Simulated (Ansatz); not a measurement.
Ansatz (an electronic-structure program) input (RI-MP2/def2-TZVPPD):
A basis named .json is the Basis Set Exchange file of that set.

Ansatz 0.2 input:
```yaml
crystal:
  periodic: [false, false, false]
  atoms:
    - {symbol: Os, position_ang: [-0.00000000, -0.00000000, -0.38114701]}
    - {symbol: O, position_ang: [0.00000000, 0.00000000, 2.56525717]}
    - {symbol: C, position_ang: [0.00000000, 0.00000000, 1.40751920]}
basis:
  gaussian:
    orbitals: def2-TZVPPD.json
    fitting: {mean_field: def2-universal-jkfit, correlation: def2-TZVPPD-RIFIT.json}
total_charge: -1
magnetization: {spin_polarized: true, initial_magnetization: 1}
correlation: {method: mp2, electrons: outside_noble_gas}
```

Output:

```
Functional definition: HF
integrals: 0.07 GiB planned
379 factors; integrals over basis functions are off by at most 8.8e-1 eV
377 factors; integrals over basis functions are off by at most 1.4e0 eV
mean field: 0.28 GiB planned
mean field evaluation 1: about -5510.5562 eV, gradient 1.9e1 eV
mean field evaluation 2: about -5510.7338 eV, gradient 2.1e1 eV
mean field evaluation 4: about -5512.7228 eV, gradient 1.9e0 eV
mean field evaluation 8: about -5513.0503 eV, gradient 8.6e-1 eV
mean field evaluation 16: about -5513.2096 eV, gradient 2.1e-2 eV
mean field evaluation 32: about -5512.8205 eV, gradient 1.4e0 eV
mean field evaluation 64: about -5513.2226 eV, gradient 1.3e0 eV
mean field evaluation 96: about -5511.6755 eV, gradient 4.2e0 eV
mean field evaluation 128: about -5512.7416 eV, gradient 2.8e0 eV
mean field evaluation 160: about -5513.2096 eV, gradient 2.8e-2 eV
mean field -5513.27852244 eV, -202.6092486654 hartree, gradient 2.3e-6 eV, S^2 1.917392; 16 other end points of the search recorded, 0 dependent functions left out
6 core orbitals not correlated
reference -5513.27852244 eV, -202.6092486654 hartree; 10, 9 occupied and 120, 121 virtual orbitals, 377 factors
second order -17.77855616 eV of doubles, -0.00000000 eV of singles
Total energy: -5531.05707860 eV, -203.2625985535 hartree
```

This state (charge -1, doublet) is run at the relaxed geometry of the species with charge 0 and multiplicity 3.

The determinant is spin-contaminated: <S^2> is 1.92 against 0.75 for a pure state.
